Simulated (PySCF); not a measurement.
Radial density of S (sulfur, neutral)

revPBE, [Ne] 3s1 3p5, high-spin 3P determinant (an excited configuration). All numbers are calculated (PySCF 2.14, scalar relativity by spin-free X2C-1e, in dyall-acv3z).

```tsv
r (bohr)	4πr²ρ (e/bohr)	4πr²(ρα − ρβ)
0.00157	0.09340	0.0003
0.00265	0.2466	0.0009
0.00445	0.6380	0.0023
0.00749	1.593	0.0056
0.0126	3.736	0.0131
0.0212	7.883	0.0273
0.0356	13.89	0.0461
0.0599	18.24	0.0539
0.101	15.74	0.0451
0.170	12.14	0.1212
0.285	16.80	0.2969
0.480	13.81	0.0771
0.807	3.848	0.2856
1.36	3.368	1.3491
2.28	2.170	0.6607
3.84	0.3072	0.0328
6.46	0.008483	-0.0012
10.9	2.521e-05	0.0000
```

Densities and radii are taken from the X2C orbitals without a picture-change correction, which distorts them close to the nucleus.
